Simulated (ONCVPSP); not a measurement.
## What one change does to a pseudopotential (terbium (Tb), ONCV)

Tb (Z = 65), optimised norm-conserving Vanderbilt (ONCV), made with ONCVPSP 4.0.1 (LDA (Perdew-Wang 92), fully relativistic). Core [Kr] 4d10 4f8, reference 5s2 5p6 5d1.5 6s1.5. Waves: 5s+6s: rc 2.05 bohr, ncon 4, nbas 7, qcut 7.6 1/bohr, 2 projectors; 5p: rc 2.40 bohr, ncon 3, nbas 8, qcut 4.9 1/bohr, 1 projector; 5d: rc 3.75 bohr, ncon 4, nbas 9, qcut 4.5 1/bohr, 1 projector. Local part: polynomial inside 1.50 bohr (lpopt 3, dvloc0 0 Ha). Core correction: polynomial model core, fcfact 0.65.

Open shells are filled in proportion to 2j + 1.

Change: d: nproj 3.

Cutoffs: the cutoffs (Ha) at which the residual kinetic energy of the hardest occupied pseudo-wave falls to 1 and 0.1 mHa per electron; they do not see the model core or the augmentation charge, which bear on the density cutoff. Errors are all-electron minus pseudo energies relative to the spin-unpolarised reference configuration.

How do hardness, ghosts and transferability respond?

The potential gets neither clearly harder nor softer (17 Ha and 20 Ha → 17 Ha and 20 Ha); of the 4 tests that both files solve, the error grows in 2 and shrinks in 2 by more than 15 % and 0.3 meV (median size 17.9 → 43.0 meV); neither file shows a bound ghost.

| quantity | base | changed |
| --- | --- | --- |
| cutoff, loose | 17 Ha | 17 Ha |
| cutoff, tight | 20 Ha | 20 Ha |
| bound ghosts | none | none |
| GHOST(+) flags under 300 eV | s at 204.7 eV | d5/2 at 177.9 eV, d3/2 at 183.2 eV, s at 204.7 eV |
| error for 5s2 5p6 5d1 6s2, meV [ΔE -0.92 eV] | +2.2 | -0.2 |
| error for 5s2 5p6 5d1 6s1, meV [ΔE 6.02 eV] | -4.0 | -35 |
| error for 5s2 5p6 5d1 6s0, meV [ΔE 18.56 eV] | -32 | -164 |
| error for 5s2 5p6 5d1 6s0 6p1, meV [ΔE 9.78 eV] | +104 | +51 |
| s: phases at 2.08 bohr within 0.05 rad from the reference energy up to (Ha; the scan ends near 5) | to the end of the scan | to the end of the scan |
| p3/2: phases at 2.43 bohr within 0.05 rad from the reference energy up to (Ha; the scan ends near 5) | 0.2 | 0.2 |
| p1/2: phases at 2.43 bohr within 0.05 rad from the reference energy up to (Ha; the scan ends near 5) | 0.1 | 0.1 |
| d5/2: phases at 3.81 bohr within 0.05 rad from the reference energy up to (Ha; the scan ends near 5) | 0.4 | 0.0 |
| d3/2: phases at 3.81 bohr within 0.05 rad from the reference energy up to (Ha; the scan ends near 5) | 0.3 | 0.0 |
| rms error of d²Exc/dni dnj with the model core, mHa | 2.30 | 2.30 |

Base: These tests converged, but a pseudo level misses the all-electron one widely, so the file describes the atom poorly there or has found another state: 5s2 5p6 5d1 6s0 6p1: empty 6s by 5.0 eV. Changed file: These tests converged, but a pseudo level misses the all-electron one widely, so the file describes the atom poorly there or has found another state: 5s2 5p6 5d1 6s0 6p1: empty 6s by 5.0 eV.
